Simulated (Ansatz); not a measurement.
Program: Ansatz. Geometries: PBE0-D4/def2-TZVP. ΔE: electronic, gas phase. CCSD(T)/CBS adds triple-zeta CCSD(T) − MP2 to the extrapolated MP2 energy (def2 sets, frozen cores). Functionals use def2-TZVPP. def2 core potentials past Kr. For Sb outer-core shells are correlated without core-valence functions, which leaves a few kJ/mol of doubt a bond. Each species was taken in one conformer, which may not be the lowest.

Consider the formal exchange of groups at the Si–N bond: `[OH][SbH][NH][SiH3]` + `CO[SiH2]C` → `CO[SiH2]C[SiH3]` + `[NH2][SbH][OH]`.

CCSD(T)/CBS gives +0.59 eV.

Q: Another level gave +0.56 eV. Which?
A. HF/def2-TZVPP
B. r2SCAN-D4/def2-TZVPP
C. B2PLYP/def2-TZVPP
D. PBE0/def2-TZVPP

A: B. r2SCAN-D4 0.56, PBE0 0.51, B2PLYP 0.61, HF/def2-TZVPP 0.66 eV.

Largest T1 diagnostic among the species: 0.014.
